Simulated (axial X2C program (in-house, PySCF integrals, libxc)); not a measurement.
**What spin–orbit coupling does to HfF**

Calculated with an in-house all-electron X2C program for linear molecules (integrals from PySCF). Spin-free means the one-electron spin-free X2C Hamiltonian; two-component (2c) means X2C with spin–orbit coupling and atomic mean-field two-electron Coulomb and Gaunt terms, so the difference of the two also holds small scalar two-electron terms. Basis: Hf dyall-cv3z [13s14p9d7f4g], F dyall-av3z [7s6p3d2f] (cores contracted in-house); Gaussian nuclei, density fitting, unrestricted open shells. Masses: Hf 179.947 u, F 18.998 u.

Spin-free state: M_S = 1/2, Λ = 2 (beyond evenly filled blocks: δ+α); fragments Hf + F.

```json
{"level": "PBE0", "Re (Å)": "1.850", "ωe (cm⁻¹)": "681.2", "De (eV)": "6.752", "μ (D)": "-1.62"}
{"level": "HF", "Re (Å)": "1.886", "ωe (cm⁻¹)": "648.7", "De (eV)": "5.090", "μ (D)": "-1.25"}
{"level": "TPSSh", "Re (Å)": "1.853", "ωe (cm⁻¹)": "680.0", "De (eV)": "6.738", "μ (D)": "-1.53"}
```

Dipoles are positive if F is the positive end.

Task: Within this multiplet, which Ω should lie lowest by the rule for regular and inverted multiplets?

Result: The open δ shell holds one electron, so the multiplet is regular: Ω = Λ − 1/2 = 3/2. The PBE0 2c search agrees.

Two-component determinant lowest at the distance of the search:

Ω = 3/2 (⟨Sz⟩ = -0.48, ⟨Lz⟩ = 1.98 at PBE0); fragments Hf + F.

| level | Re (Å) | ωe (cm⁻¹) | μ (D) |
| --- | --- | --- | --- |
| PBE0 | 1.852 | 677.8 | -1.60 |
| HF | 1.890 | 645.2 | -1.24 |
| TPSSh | 1.854 | 677.0 | -1.52 |

Task: From the two tables, how do the constants change at the PBE0 level (2c against spin-free)?

Result: At the PBE0 level Re goes up by 0.002 Å and ωe goes down by 3.4 cm⁻¹.

The state is one determinant whose occupation by symmetry is held fixed; it was picked as the lowest of a PBE0 search that is not exhaustive. De is counted from the lowest determinant-based energies of the atoms at the same level, without counterpoise correction. De is not given where an atomic determinant may have missed its ground term or J level, or where the truncated virtual space spoils (T). Density functionals use the spin component along the axis (collinear). The functionals have no current-density term, which raises determinants with orbital currents, atoms included. The determinant is spin-polarised beyond a pure state at some levels (its spin-free form has ⟨S²⟩ too high), which makes Re and μ there less reliable.
